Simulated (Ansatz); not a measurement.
C3H5 (SMILES [CH-]=CC), charge -1, singlet, geometry from GFN2-xTB (a gas-phase anion, which may not be bound at this level). Base run: PBE0/cc-pVDZ (Ansatz, a program for electronic structure).

Input for Ansatz:
Ansatz 0.2 input:
```yaml
crystal:
  periodic: [false, false, false]
  atoms:
    - {symbol: C, position_ang: [1.35805982, 0.02312035, -0.00323503]}
    - {symbol: C, position_ang: [0.09892564, 0.45870450, -0.01716080]}
    - {symbol: H, position_ang: [2.08097321, 0.91930036, -0.03769013]}
    - {symbol: H, position_ang: [-0.29397552, 1.52858289, -0.05609412]}
    - {symbol: C, position_ang: [-1.06691089, -0.50759766, 0.02066702]}
    - {symbol: H, position_ang: [-0.69797393, -1.53441177, 0.05804749]}
    - {symbol: H, position_ang: [-1.71318980, -0.34673546, 0.89954519]}
    - {symbol: H, position_ang: [-1.71628136, -0.41209920, -0.86543564]}
basis:
  gaussian:
    orbitals: cc-pVDZ
hamiltonian:
  xc: pbe0
total_charge: -1
```

The base run was repeated with changes; each row names its change, and settings that it needs were set with it.

```
change                                                                basis functions      E (Eh)
--------------------------------------------------------------------  ---------------  ----------
base                                                                               67  -117.07685
basis = ANO-RCC-VDZP; relativity = none                                            67  -117.11056
basis = x2c-SVPall; relativity = spin-free X2C                                     67  -117.03157
basis = ANO-RCC-VDZP; relativity = spin-free X2C; nucleus = Gaussian               67  -117.15900
basis = x2c-SVPall; relativity = none                                              67  -116.98799
basis = cc-pVDZ-DK; relativity = spin-free X2C                                     67  -117.12186
basis = cc-pVDZ-DK; relativity = spin-free X2C; nucleus = Gaussian                 67  -117.12185
basis = ANO-RCC-VDZP; relativity = spin-free X2C                                   67  -117.15901
basis = cc-pVDZ-DK; relativity = none                                              67  -117.07524
basis = x2c-SVPall; relativity = spin-free X2C; nucleus = Gaussian                 67  -117.03156
```

Totals shift with the method and basis; they matter in differences.

Ansatz warned in this series: the basis is contracted for relativity, which the run leaves out.

A gas-phase anion may not be bound at this level; its values then depend on the basis.

Basis sets contracted for a relativistic Hamiltonian are a mismatch without it, so the rows without relativity aren't non-relativistic limits. No row has spin-orbit coupling; sets with core potentials leave out the core electrons.
